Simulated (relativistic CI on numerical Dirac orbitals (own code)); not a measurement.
**d7 in a ligand field**

Computed with a parametric ligand-field model of a d^n configuration (Racah B and C, spin-orbit zeta, crystal field), exact diagonalisation.

Field parameters in Wybourne normalisation: Oh B⁴₀ = 21Dq, B⁴₄ = √(5/14) B⁴₀; Td as Oh with Dq negative (B⁴₀ = 21Dq, B⁴₄ = √(5/14) B⁴₀). The field is a parameter set, without covalency.

(1) A d7 ion in Oh symmetry has the ground term 2E and bands at 4T1 26876 cm⁻¹ (372 nm), 2T1 37022 cm⁻¹ (270 nm), 2T2 37730 cm⁻¹ (265 nm), 2T1 40954 cm⁻¹ (244 nm), 2T2 50947 cm⁻¹ (196 nm), 4T2 64715 cm⁻¹ (155 nm), 4T1 71304 cm⁻¹ (140 nm). Which parameters reproduce them?

(2) Ground term and bands for B = 300, C = 1270, ζ = 0 cm⁻¹, Oh, 10Dq = 6500 cm⁻¹?

(3) A d7 ion in Td symmetry has the ground term 4A2 and bands at 4T2 11600 cm⁻¹ (862 nm), 2E 14366 cm⁻¹ (696 nm), 2T1 15060 cm⁻¹ (664 nm), 4T1 17824 cm⁻¹ (561 nm), 2T2 20681 cm⁻¹ (484 nm), 4T1 27926 cm⁻¹ (358 nm). Which parameters reproduce them?

(4) Ground term and bands for B = 690, C = 3140, ζ = 0 cm⁻¹, Oh, 10Dq = 22900 cm⁻¹?

(5) A d7 ion in Td symmetry has the ground term 4A2 and bands at 4T2 4650 cm⁻¹ (2151 nm), 4T1 8009 cm⁻¹ (1249 nm), 2E 17478 cm⁻¹ (572 nm), 4T1 17941 cm⁻¹ (557 nm), 2T1 18046 cm⁻¹ (554 nm), 2A1 20270 cm⁻¹ (493 nm). Which parameters reproduce them?

## Answers

(1) B = 530, C = 2610, ζ = 0 cm⁻¹, Oh, 10Dq = 39200 cm⁻¹.

(2) Ground term 2E with 1.05 electrons in the two orbitals of the cubic e set. Spin-allowed: 2T1 5703 cm⁻¹ (1754 nm), 2T2 5944 cm⁻¹ (1683 nm), 2T1 7593 cm⁻¹ (1317 nm), 2T2 11059 cm⁻¹ (904 nm). Lowest spin-forbidden: 4T1 416 cm⁻¹, 4T2 6356 cm⁻¹ (1573 nm), 4T1 10296 cm⁻¹ (971 nm).

(3) B = 730, C = 3080, ζ = 0 cm⁻¹, Td, 10Dq = -11600 cm⁻¹.

(4) Ground term 2E with 1.03 electrons in the two orbitals of the cubic e set. Spin-allowed: 2T1 20680 cm⁻¹ (484 nm), 2T2 21396 cm⁻¹ (467 nm), 2T1 25370 cm⁻¹ (394 nm), 2T2 36097 cm⁻¹ (277 nm). Lowest spin-forbidden: 4T1 8018 cm⁻¹ (1247 nm), 4T2 29425 cm⁻¹ (340 nm), 4T1 38282 cm⁻¹ (261 nm).

(5) B = 800, C = 4140, ζ = 0 cm⁻¹, Td, 10Dq = -4650 cm⁻¹.
